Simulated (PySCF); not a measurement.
C2H8Ge, SMILES C[CH2][GeH3]. Heavy atoms are numbered as in [GeH3:1][CH2:2][CH3:3]. Hydrogens are named by the atom that carries them.

Geometry: B3LYP-D3(BJ)/def2-SVP.

Calculation: B3LYP/pcSseg-1 (PySCF).

GIAO shieldings, no solvent; atoms alike by connectivity are averaged. δ = σ(ref) − σ: ⁷³Ge against GeH4 (σ = 1631.8 ppm); ¹³C against TMS (σ = 181.3 ppm); ¹H against TMS (σ = 31.68 ppm), references at their B3LYP-D3(BJ)/def2-TZVP geometries, non-relativistic.

```tsv
atoms	nucleus	count	δ (ppm)
Ge1 (GeH3)	⁷³Ge	1	123.1
C3 (CH3)	¹³C	1	16.1
C2 (CH2)	¹³C	1	?
H on Ge1	¹H	3	?
H on C3	¹H	3	?
H on C2	¹H	2	1.20
```

Q: Complete the blanks. (Estimate from the structure and the level; the computed values follow.)

A: 
- H on C3, δ (ppm): 1.50
- H on Ge1, δ (ppm): 4.11
- C2 (CH2), δ (ppm): 10.3
